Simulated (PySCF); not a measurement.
Induced dipoles and field energies

Species: C4F8.
Cartesian coordinates in Å at the PBE0-D3(BJ)/def2-SVP level; atoms count from 1:
```
atom  x, y, z in Å
F1    -3.1138   -0.0530   -0.3371
C2    -1.9557    0.3527    0.0938
F3    -1.9842    1.5866    0.4979
C4    -0.8776   -0.4364    0.1057
F5    -0.9771   -1.6798   -0.3513
C6     0.4944   -0.0677    0.5832
F7     0.9290   -0.9990    1.4494
F8     0.4806    1.1237    1.1958
C9     1.5353    0.0136   -0.5578
F10    2.7157    0.3639   -0.0742
F11    1.6486   -1.1569   -1.1668
F12    1.1452    0.9220   -1.4443
```

Level: PBE0/def2-SVPD (PySCF); nuclei fixed, core orbitals frozen in the response. Permanent dipole (-0.989, 0.399, -0.070) D (1 au = 2.5417 D). Static polarisability (au):

```
x   66.25 -5.65  1.49
y   -5.65 54.06  1.72
z    1.49  1.72 45.96
```

Only the terms in μ and α are kept: μ(F) = μ + αF and ΔE = −μ·F − ½ F·αF.

(1) A field of 0.003 au (0.154 V/Å) is applied along each axis in both senses. Find the induced dipole, the size of the total dipole and the two energy terms.

(2) For the field (0.0030, 0.0003, -0.0003) au, what is the induced dipole, and what angle does it make with the field?

(3) Which field along μ doubles the dipole in that direction (linear response)?

(4) What field makes μF equal to kT at 100 K?

(5) A unit point charge sits 10 Å away. Estimate the induction energy −αe²/2R⁴ with the mean polarisability, treating the molecule as a point.

Results:

(1) 
```csv
field along,induced x (D),induced y (D),induced z (D),total size (D),−μ·F (kJ/mol),−½F·αF (kJ/mol)
+x,0.505,-0.043,0.011,0.603,+3.065,-0.783
−x,-0.505,0.043,-0.011,1.560,-3.065,-0.783
+y,-0.043,0.412,0.013,1.314,-1.236,-0.639
−y,0.043,-0.412,-0.013,0.950,+1.236,-0.639
+z,0.011,0.013,0.350,1.097,+0.217,-0.543
−z,-0.011,-0.013,-0.350,1.152,-0.217,-0.543
```

(2) αF = (0.500, -0.003, -0.022) D, at 6.8° to the field. The polarisability along this direction, F·αF/F², is 64.50 au, against a mean of 55.42 au.

(3) The polarisability along the dipole is 68.46 au, so F = 0.4205 au / 68.46 au = 0.0061 au = 0.32 V/Å; higher-order terms are ignored.

(4) kT = 0.3167 × 10⁻³ Eh, so F = 0.000753 au = 3.87 MV/cm.

(5) R = 18.90 bohr, so the energy is −55.4/(2 × 18.90⁴) Eh = -0.571 kJ/mol. The charge–dipole term at its most favourable orientation, −μe/R², is -3.09 kJ/mol.

One conformer (not necessarily the lowest) at the PBE0-D3(BJ)/def2-SVP geometry, without solvent, vibrations or thermal averaging.
